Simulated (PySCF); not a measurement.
Spinor energies of Ir²⁺ (iridium, charge +2)

Start: [Xe] 4f14 5d6 6s1; 5d3/2 filled at m_j = +3/2; 5d5/2 filled at m_j = -3/2, -1/2, +1/2, +3/2, +5/2; 6s1/2 filled at m_j = +1/2. Calculated with PySCF 2.14 in x2c-SVPall-2c with one added diffuse shell each of s, d type (8s9p10d2f, 99 functions): generalised Hartree-Fock with the X2C-1e Hamiltonian and a Gaussian nucleus; one run each with spin-orbit coupling (SO) switched off, then screened by Boettger's factors. This is a chosen level, not necessarily the ground level.

| spinor shell | electrons | ε, spin-free (eV) | ε, screened SO (eV) | weight of nominal j (screened SO) | rms radius, screened SO (bohr) |
| --- | --- | --- | --- | --- | --- |
| 1s1/2 | 2 | -76552.1 | -76525.3 | 1.000 | 0.0197 |
| 2s1/2 | 2 | -13558.1 | -13549.6 | 1.000 | 0.0796 |
| 2p1/2 | 2 | -11790.6 | -12958.8 | 1.000 | 0.0675 |
| 2p3/2 | 4 | -11790.6 | -11325.2 | 1.000 | 0.0752 |
| 3s1/2 | 2 | -3254.3 | -3251.3 | 1.000 | 0.203 |
| 3p1/2 | 2 | -2728.9 | -2987.3 | 1.000 | 0.195 |
| 3p3/2 | 4 | -2728.9 | -2623.7 | 1.000 | 0.210 |
| 3d3/2 | 4 | -2142.1 | -2186.4 | 1.000 | 0.186 |
| 3d5/2 | 6 | -2142.1 | -2109.4 | 1.000 | 0.189 |
| 4s1/2 | 2 | -746.67 | -745.59 | 1.000 | 0.450 |
| 4p1/2 | 2 | -571.29 | -632.83 | 1.000 | 0.456 |
| 4p3/2 | 4 | -571.29 | -545.78 | 1.000 | 0.489 |
| 4d3/2 | 4 | -351.23 | -360.38 | 0.999 | 0.508 |
| 4d5/2 | 6 | -351.23 | -343.85 | 0.999 | 0.519 |
| 5s1/2 | 2 | -136.94 | -136.61 | 1.000 | 1.05 |
| 4f5/2 | 6 | -104.48 | -105.75 | 0.985 | 0.586 |
| 4f7/2 | 8 | -104.48 | -102.45 | 0.989 | 0.586 |
| 5p1/2 | 2 | -88.201 | -99.399 | 0.948 | 1.19 |
| 5p3/2 | 4 | -88.201 | -83.091 | 0.975 | 1.23 |
| 5d5/2 | 5 | -34.391 | -34.989 | 0.474 | 1.68 |
| 5d3/2 | 1 | -34.391 | -31.044 | 0.628 | 1.70 |
| 6s1/2 | 1 | -26.408 | -26.336 | 0.985 | 2.71 |

| quantity | spin-free | screened SO |
| --- | --- | --- |
| E (hartree) | -17812.44248 | -17836.97585 |
| M_J | 9/2 | 9/2 |
| ⟨J²⟩ | 24.755 | 24.763 |
| ⟨L²⟩ | 6.003 | 6.746 |
| ⟨S²⟩ | 8.752 | 8.367 |

Each row is a mean over spinors that exchange with the open shell spreads, by up to 8.772 eV (5p3/2).

Rows whose weight is well below 1 are mixtures of j = l ± 1/2: exchange outweighs spin-orbit coupling there, and the label is only the starting occupation.

Breit and QED terms are absent; they matter most for the inner s and p1/2 levels.

Densities and radii are taken from the X2C orbitals without a picture-change correction, which distorts them close to the nucleus.

Without spin-orbit coupling the j labels of p, d and f shells carry no meaning; the spin-free column gives the mean over the occupied spinors of each nl shell.
